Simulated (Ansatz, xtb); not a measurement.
Molecule: CH2BO, net charge -1, singlet state. It need not be the lowest isomer of its formula. Whether it binds its extra electron was not tested at this geometry. 
Geometry from a B3LYP-D3(BJ)/def2-TZVP (Ansatz, a quantum-chemistry and plane-wave program) optimisation:
```xyz
5

B     -0.2386    -0.0020    -1.3285
H     -0.3404     1.0530    -1.8994
H     -0.3412    -1.0587    -1.8961
C      0.0133     0.0001     0.0739
O      0.2244     0.0019     1.2493
```
Charge -1, spin multiplicity 1.

Harmonic wavenumbers from GFN2-xTB (xtb, at its own minimum), cm⁻¹: 275, 303, 641, 761, 984, 1200, 1958, 2198, 2281.

Q: Give the harmonic wavenumbers at B3LYP-D3(BJ)/def2-TZVP (Ansatz, finite differences of forces, unscaled).

A: 359, 466, 557, 827, 947, 1161, 1923, 2493, 2544 cm⁻¹. Zero-point energy 16.1 kcal/mol.

Q: From these and the geometry, give the ideal-gas thermochemistry at 298.15 K and 1 atm (rigid rotor, harmonic oscillator).

A: Point group C2v, rotational symmetry number 2. Rotational constants 224.9, 9.562, 9.172 GHz. S(trans) 37.05, S(rot) 18.95, S(vib) 2.76, S(elec, spin only) 0.00, S 58.8 cal/(mol K). H(298) - H(0) 2.95 kcal/mol; G - E(el) 1.6 kcal/mol.
